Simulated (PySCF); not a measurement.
Spectra and structures to be paired. Level of theory: TDDFT CAM-B3LYP/def2-SVPD, vertical, gas phase, core orbitals frozen in the response (PySCF 2.14.0, density-fitted response routines). Geometries: PBE0-D3(BJ)/def2-SVP; one conformer of each isolated species. Triplets are in the Tamm–Dancoff approximation. Relativistic effects are left out although some hold elements past zinc.

A. `FC(F)(F)C=C1C=C1`
B. `C=C(C)CB(F)F`
C. `CC(C)(C)CC(=O)O[SiH3]`
D. `[SiH3][NH][GaH2-][O+]1CCCC1`
E. `O=C(O)[SiH]1N[SiH2]N1`

Lowest singlet levels (six at most, fewer where fewer were computed) with oscillator strengths:

1. 265 nm (f 0.001); 223 nm (f 0.025); 209 nm (f 0.001); 179 nm (f 0.028); 179 nm (f 0.003); 176 nm (f 0.016); T1 4.06 eV
2. 194 nm (f 0.169); 180 nm (f 0.070); 169 nm (f 0.147); 159 nm (f 0.019); 155 nm (f 0.014); 152 nm (f 0.003); T1 4.17 eV
3. 256 nm (f 0.016); 188 nm (f 0.001); 187 nm (f 0.001); 176 nm (f 0.595); 173 nm (f 0.020); 171 nm (f 0.000)
4. 216 nm (f 0.001); 162 nm (f 0.034); 154 nm (f 0.009); 153 nm (f 0.047); 152 nm (f 0.023); 148 nm (f 0.029); T1 5.26 eV
5. 205 nm (f 0.015); 183 nm (f 0.041); 177 nm (f 0.026); 173 nm (f 0.004); 171 nm (f 0.023); 167 nm (f 0.005); T1 5.70 eV

Question: Match each spectrum to its molecule.

Answer: 1 = E, 2 = B, 3 = A, 4 = C, 5 = D.
- A: S1 at 4.84 eV, HOMO→LUMO (99%); Löwdin shares by element: HOMO carbon 85% or more (atoms not listed hold the other 15%); LUMO carbon 85% or more, hydrogen 7% or more; HOMO -8.18 and LUMO -0.08 eV; point group Cs, 1 of its 6 listed states under f = 0.0005.
- B: S1 at 6.40 eV, HOMO→LUMO (85%); Löwdin shares by element: HOMO carbon 82% (atoms not listed hold the other 18%); LUMO carbon 46% or more, boron 18% (atoms not listed hold the other 36%); HOMO -8.60 and LUMO 0.77 eV.
- C: S1 at 5.75 eV, HOMO→LUMO+1 (56%), HOMO→LUMO (32%); Löwdin shares by element: HOMO oxygen 68%, carbon 17% or more (atoms not listed hold the other 15%); LUMO oxygen 21%, silicon 15%, carbon 14% or more (atoms not listed hold the other 51%); HOMO -9.60 and LUMO 0.88 eV.
- D: S1 at 6.04 eV, HOMO→LUMO (42%), HOMO→LUMO+1 (29%), HOMO→LUMO+2 (17%); Löwdin shares by element: HOMO nitrogen 58%, silicon 14%, hydrogen 12% or more (atoms not listed hold the other 17%); LUMO gallium 33%, silicon 8%, carbon 5% or more, hydrogen 5% or more (atoms not listed hold the other 49%); HOMO -8.21 and LUMO 0.95 eV.
- E: S1 at 4.68 eV, HOMO→LUMO (69%), HOMO-2→LUMO (14%); Löwdin shares by element: HOMO nitrogen 27%, oxygen 23% or more, carbon 11% (atoms not listed hold the other 39%); LUMO silicon 27%, carbon 22%, oxygen 16% or more (atoms not listed hold the other 35%); HOMO -8.75 and LUMO -0.15 eV.

Without π bonds the low states are Rydberg-like; a valence basis with one diffuse set may place them up to an eV too high.
